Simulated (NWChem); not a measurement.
What each level costs for ClGa

```
Ga
Cl 1 2.2332
```
Charge 0, spin multiplicity 1.

Program: NWChem. The geometry was optimised at B3LYP/def2-SVP, a minimum by its harmonic frequencies.

Basis set: def2-TZVP (85 functions). Each entry is one whole single-point run; the coupled-cluster runs use the TCE module, and the SCF and DFT modules converge to different thresholds.

The Hamiltonian is non-relativistic. The correlated methods keep 14 core orbitals frozen. B3LYP has NWChem's definition, with VWN1-RPA local correlation. The structure started from a generated list of species.

Task: Roughly how much processor time does each of these take, relative to RHF: MP2, B2PLYP, PBE, B3LYP, BHandHLYP, CR-CCSD(T)?

Result: BHandHLYP about the same, within a factor of 3; B3LYP about the same, within a factor of 3; PBE about the same, within a factor of 3; MP2 about the same, within a factor of 3; B2PLYP about 3; CR-CCSD(T) about 10 (rough ratios from shared machines).
